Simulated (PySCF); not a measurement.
BrFGaH₂N.

```xyz
6

Ga    -0.0306    -0.7470     0.0000
F     -1.6088    -1.5090     0.0000
Br     0.0497     1.5320     0.0000
N      1.4218    -1.8028     0.0000
H      2.3702    -1.4466     0.0000
H      1.3679    -2.8151     0.0000
```
Charge 0, spin multiplicity 1.

The structure is a stationary point at B3LYP-D3(BJ)/def2-SVP. The structure was generated by enumeration; whether it is a known compound was not checked. The values are those of a single conformer.

All values below come from KT2/pcSseg-1 (PySCF). Non-relativistic, no solvent.

Problem. Give the absolute GIAO shielding of each atom: isotropic value and principal components (ppm). (Estimate from the structure and the level; the computed values follow.)

Solution. 
```json
[
 {"atom": "Ga1", "σ(iso)": "1426.0", "σ11": "1181.5", "σ22": "1427.7", "σ33": "1668.8", "span": "487.3"},
 {"atom": "F2", "σ(iso)": "296.8", "σ11": "191.3", "σ22": "306.1", "σ33": "393.0", "span": "201.7"},
 {"atom": "Br3", "σ(iso)": "2646.3", "σ11": "2419.8", "σ22": "2532.4", "σ33": "2986.7", "span": "566.9"},
 {"atom": "N4", "σ(iso)": "221.9", "σ11": "181.5", "σ22": "209.1", "σ33": "275.2", "span": "93.8"},
 {"atom": "H5", "σ(iso)": "29.3", "σ11": "22.1", "σ22": "26.0", "σ33": "39.7", "span": "17.5"},
 {"atom": "H6", "σ(iso)": "29.4", "σ11": "22.1", "σ22": "23.8", "σ33": "42.2", "span": "20.1"}
]
```
